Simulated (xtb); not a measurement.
Al(AsH2)(H)(OH) (AlAsH4O), SMILES [OH][AlH][AsH2]. All values are semi-empirical tight-binding results from xtb (GFN2-xTB unless named), good for trends rather than for accurate numbers. The structure is a stationary point at GFN2-xTB. The values are those of a single conformer.

Optimised geometry:

Bonded distances (Å): Al1–As2 2.404, Al1–H5 1.550, Al1–O6 1.646, As2–H3 1.513, As2–H4 1.520, O6–H7 0.948. Bond angles (°): As2–Al1–H5 124.2, As2–Al1–O6 121.4, H5–Al1–O6 114.4, Al1–As2–H3 87.4, Al1–As2–H4 83.1, H3–As2–H4 88.9, Al1–O6–H7 173.5.
Charge 0, spin multiplicity 1.

For metal compounds this method's bond lengths and energies can be far off.

orbital gap: 3.76 eV
zero-point energy: 20.6 kcal/mol
G − E(el) at 298.15 K (modified RRHO): 1.7 kcal/mol

Computed atomic charges and the Wiberg bond orders between heavy atoms:
charges (e) Al1 0.34, As2 0.05, H3 -0.02, H4 -0.03, H5 -0.18, O6 -0.47, H7 0.30. Bond orders Al1–As2 1.08, Al1–O6 1.39.
